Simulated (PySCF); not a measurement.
XPS shifts beside NMR shieldings

Species: C4H6OSSi.
Numbering: `[SiH3:1][S:2][c:3]1[cH:4][cH:5][cH:6][o:7]1`

Geometry (PBE0-D3(BJ)/def2-SVP, Å), atoms numbered from 1 in this order:
```
atom  x, y, z in Å
Si1    2.642    0.154    0.079
S2     1.293   -1.005   -1.147
C3    -0.245   -0.468   -0.507
C4    -1.529   -0.807   -0.833
C5    -2.366   -0.038    0.037
C6    -1.533    0.702    0.817
O7    -0.242    0.444    0.489
H8     2.464    1.618   -0.127
H9     2.515   -0.189    1.523
H10    3.971   -0.280   -0.438
H11   -1.834   -1.516   -1.598
H12   -3.453   -0.040    0.073
H13   -1.688    1.424    1.613
```

Binding energies: PySCF 2.14.0, delta-SCF UKS SCAN, pcX-2 on the ionised atom, pcseg-1 elsewhere, spin-free X2C. Shieldings: GIAO KT2/pcSseg-2, non-relativistic, same geometry.

| atom | isotropic shielding (ppm) |
| --- | --- |
| C3 | 39.0 |
| C4 | 76.0 |
| C5 | 70.2 |
| C6 | 41.4 |

Problem. What are the C 1s binding energies of these atoms?

Solution. 
| atom | environment | C 1s (eV) | isotropic shielding (ppm) |
| --- | --- | --- | --- |
| C4 | aromatic CH carbon | 290.17 | 76.0 |
| C5 | aromatic CH carbon | 290.49 | 70.2 |
| C6 | aromatic CH next to a ring oxygen | 291.39 | 41.4 |
| C3 | substituted aromatic carbon | 292.18 | 39.0 |

Problem. Among the listed atoms, is the one with the highest binding energy also the least shielded?

Solution. Yes: C3 has both (292.18 eV, 39.0 ppm).

By binding energy: C4 < C5 < C6 < C3. By shielding: C3 < C6 < C5 < C4.

Geometry: PBE0-D3(BJ)/def2-SVP, one conformer, isolated molecule.
